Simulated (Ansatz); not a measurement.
Cartesian coordinates in Å:
```
N -0.941 -1.154 -0.272
C 0.073 -0.542 0.479
F -0.341 -0.198 1.791
Ge 0.714 1.116 -0.400
H -1.734 -0.551 -0.445
H -1.256 -2.032 0.118
H 0.896 -1.247 0.616
H -0.522 1.933 -0.816
H 1.577 1.926 0.577
H 1.533 0.750 -1.647
```

Charge 0, multiplicity 1.

(1) List the ωB97M-V/def2-TZVPP orbital energies in eV (Ansatz). (Best estimate.)

Results:

(1) Computed: Occupied: -10866.41, -1362.28, -1210.00, -1210.00, -1210.00, -676.83, -394.77, -284.11, -174.06, -123.30, -123.29, -123.29, -36.12, -36.11, -36.10, -36.03, -36.03, -35.63, -28.10, -21.34, -18.51, -17.10, -16.62, -15.62, -14.58, -12.87, -11.94, -11.89, -10.74, -10.29. Lowest empty: 2.27, 2.88, 3.09, 3.32, 3.54, 3.81, 4.97, 5.15.
